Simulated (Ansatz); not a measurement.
Ansatz (a quantum-chemistry and plane-wave program) input (B3LYP/def2-SVP):

Ansatz 0.2 input:
```yaml
crystal:
  periodic: [false, false, false]
  atoms:
    - {symbol: Si, position_ang: [-1.99269100, 0.35017000, 0.03442800]}
    - {symbol: C, position_ang: [-0.20465700, 0.02607900, -0.00006300]}
    - {symbol: C, position_ang: [0.31551800, -1.20527600, -0.42411800]}
    - {symbol: O, position_ang: [1.72036000, -1.04100000, -0.29868700]}
    - {symbol: C, position_ang: [2.01498700, 0.20726900, 0.16958400]}
    - {symbol: C, position_ang: [0.87835500, 0.91064500, 0.37260200]}
    - {symbol: H, position_ang: [-2.53773400, 0.71475000, 1.38774400]}
    - {symbol: H, position_ang: [-2.43516000, 1.51437800, -0.80836300]}
    - {symbol: H, position_ang: [-2.79531000, -0.81360200, -0.42680300]}
    - {symbol: H, position_ang: [3.05827800, 0.45164800, 0.30729400]}
    - {symbol: H, position_ang: [0.81950100, 1.92614200, 0.73960700]}
basis:
  gaussian:
    orbitals: def2-SVP
hamiltonian:
  xc: {name: B3LYP}
total_charge: -1
output: {forces: true}
```

Output:

```
Functional definition: B3LYP
integrals: 0.07 GiB planned
1137 factors; integrals over basis functions are off by at most 1.5e-3 eV
mean field: 0.50 GiB planned
mean field evaluation 1: about -14142.0161 eV, gradient 3.6e1 eV
mean field evaluation 2: about -14137.9193 eV, gradient 5.5e1 eV
mean field evaluation 4: about -14145.4678 eV, gradient 4.1e0 eV
mean field evaluation 8: about -14145.6863 eV, gradient 3.3e-1 eV
mean field evaluation 16: about -14145.6866 eV, gradient 2.0e-4 eV
mean field -14145.68659202 eV, -519.8443939661 hartree, gradient 3.4e-5 eV, S^2 0.000000; 0 other end points of the search recorded, 0 dependent functions left out
the calculation of the forces begins
reference -14145.68687007 eV, -519.8444041842 hartree; 26, 26 occupied and 87, 87 virtual orbitals, 1137 factors
Total energy: -14145.68687007 eV, -519.8444041842 hartree
Atom 0 at    -1.992691     0.350170     0.034428 Å, force     0.066797    -0.019240    -0.003886 eV/Å
Atom 1 at    -0.204657     0.026079    -0.000063 Å, force     0.059654     0.155516     0.059412 eV/Å
Atom 2 at     0.315518    -1.205276    -0.424118 Å, force     0.221490    -0.447942    -0.152756 eV/Å
Atom 3 at     1.720360    -1.041000    -0.298687 Å, force    -0.141714     0.092620     0.027105 eV/Å
Atom 4 at     2.014987     0.207269     0.169584 Å, force    -0.026496    -0.456338    -0.167396 eV/Å
Atom 5 at     0.878355     0.910645     0.372602 Å, force    -0.215347     0.113199     0.031159 eV/Å
Atom 6 at    -2.537734     0.714750     1.387744 Å, force    -0.123040     0.052052     0.179409 eV/Å
Atom 7 at    -2.435160     1.514378    -0.808363 Å, force    -0.109358     0.158712    -0.113522 eV/Å
Atom 8 at    -2.795310    -0.813602    -0.426803 Å, force    -0.140724    -0.144834    -0.059309 eV/Å
Atom 9 at     3.058278     0.451648     0.307294 Å, force     0.430422     0.098316     0.055902 eV/Å
Atom 10 at     0.819501     1.926142     0.739607 Å, force    -0.021684     0.397939     0.143881 eV/Å
Dipole moment:     0.134340     0.713731     0.266152 e Å
```

The dipole moment of an ion depends on the origin.

The geometry given is a B3LYP-D3(BJ)/def2-TZVP minimum.
